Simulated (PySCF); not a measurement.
Species: AlCl2(OEt), C2H5AlCl2O.
Z-matrix (Å and degrees, PBE0-D3(BJ)/def2-SVP geometry), rows numbered from 1:
```
Al
Cl  1  2.0776
Cl  1  2.0876  2  119.39
O   1  1.6762  2  118.68  3  -179.82
C   4  1.3994  1  138.82  2  -170.48
C   5  1.5144  4  112.01  1    60.29
H   5  1.1036  4  107.86  1  -178.47
H   5  1.1060  4  110.32  1   -62.33
H   6  1.1008  5  111.02  4   178.26
H   6  1.1022  5  110.73  4   -62.04
H   6  1.1010  5  110.58  4    58.17
```

The computed photoelectron lines, unassigned: C 1s: 291.01 (area 1), 292.60 (area 1) eV; O 1s: 538.02 eV; Al 1s: 1568.79 eV; Cl 1s: 2828.76 eV; Cl 2p3/2: 206.17 eV.

The calculation used delta-SCF UKS SCAN, pcX-2 on the ionised atom, pcseg-1 elsewhere, spin-free X2C in PySCF. Geometry: PBE0-D3(BJ)/def2-SVP, one conformer, isolated molecule.

Order the carbon atoms by C 1s binding energy.

291.01 eV: C6 (carbon bonded to C and 3 H); 292.60 eV: C5 (carbon bonded to C, O and 2 H). Lowest listed C 1s: C6, bonded to C and 3 H. Highest, 1.59 eV above it: C5, bonded to O, C and 2 H.

Bonded neighbours of each site: Al1: O and 2 Cl; Cl2/Cl3: Al; O4: C and Al; C5: O, C and 2 H; C6: C and 3 H.

Which effective nuclear charge Zeff reproduces each element's mean 1s value in the hydrogen-like formula E = 13.606 eV × Zeff²?

C (Z = 6): mean 291.8 eV, Zeff = 4.63, Z − Zeff = 1.37; O (Z = 8): mean 538.0 eV, Zeff = 6.29, Z − Zeff = 1.71; Al (Z = 13): mean 1568.8 eV, Zeff = 10.74, Z − Zeff = 2.26; Cl (Z = 17): mean 2828.8 eV, Zeff = 14.42, Z − Zeff = 2.58. Means run over the listed sites, weighted by atom count.

Topologically equivalent atoms share the value of their first member; where this conformer doesn't relate them by symmetry, their own values could differ. For 2p shells one spin-free hole was relaxed; a mean-field spin–orbit operator and the ground-state splitting of the three 2p orbitals were then diagonalised within the shell. The shell's mean is (2 × 2p3/2 + 2p1/2)/3, and the degeneracies 2j + 1 give areas of 2:1. 2p1/2 minus 2p3/2 (ligand field included): Cl 1.65 eV.

Hardware: an Intel Xeon at 2.50 GHz with one thread, shared host with 64 logical CPUs at a one-minute load of 60. Cost: 1.7 min, 0.54 GiB resident at most.
